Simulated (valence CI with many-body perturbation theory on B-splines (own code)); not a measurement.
**S³⁺ in brief**

Calculated by configuration interaction combined with many-body perturbation theory (CI+MBPT): three valence electrons over a frozen Dirac-Fock core [Ne], radial functions for each j: 11 s, 11 p, 9 d, 7 f, 5 g, 2 h, 1 i, with the one-electron correlation potential Σ1, the two-electron term Σ2, the three-electron term Σ3, Breit, model QED; selected CI, second order for the rest, scaled by the run's own slope (own B-spline code, finite nucleus).

Against 64 measured levels this calculation errs by 78 cm⁻¹ on average and by 191 at most. These come from a selection out of NIST levels in Podobedova, Kelleher and Wiese, J. Phys. Chem. Ref. Data 38, 171 (2009). Levels without a partner in it may be off by more.

Rates and lifetimes use the calculated energies. Strong lines usually hold to 10 to 20 %, long lifetimes can be off by a factor of two.

(1) What is the ground level?

(2) How well does LS coupling describe the low levels?

(3) What is the ionisation energy?

(4) Name the longest-lived excited levels whose lifetime is computed, and their main decay.

(5) Among levels below 306018 cm⁻¹, which E1 lines absorb most strongly from the ground level?

(6) Where does the other parity begin?

(7) What are the static dipole polarisabilities of the lowest levels?

Answers

(1) 3s²3p ²P°_1/2, composition 95 % 3s²3p ²P° + 2 % 3p³ ²P°, g = 0.666.

(2) Among the lowest 20 levels the leading LS term, summed over configurations, holds 100 % on average. For single configurations the figures are 90 % in LS and 65 % in jj coupling. Terms hardly mix: every one of these levels is at least 95 % one term.

(3) 47.359 eV; NIST lists 47.222 ± 0.012 eV (semi-empirical).

(4) 3s²3p ²P°_3/2 at 953 cm⁻¹ lives 128 s, mostly by M1 to 3s²3p ²P°_1/2; 3s3p² ⁴P_3/2 at 71426 cm⁻¹ lives 52.1 μs, mostly by E1 to 3s²3p ²P°_3/2; 3s3p² ⁴P_5/2 at 71974 cm⁻¹ lives 20.6 μs, mostly by E1 to 3s²3p ²P°_3/2. The lifetime of 3s3p3d ⁴F°_9/2 is too uncertain to give, and may be longer.

(5) to 3s²3d ²D_3/2 at 65.73 nm, f = 1.13; to 3s3p² ²P_1/2 at 74.79 nm, f = 0.461; to 3s3p² ²P_3/2 at 74.44 nm, f = 0.250.

(6) At 3s3p² ⁴P_1/2, 71082 cm⁻¹.

(7) 3s²3p ²P°_1/2 5.24; 3s²3p ²P°_3/2 5.26 (tensor 0.24) bohr³, of which the core gives 0.0721.
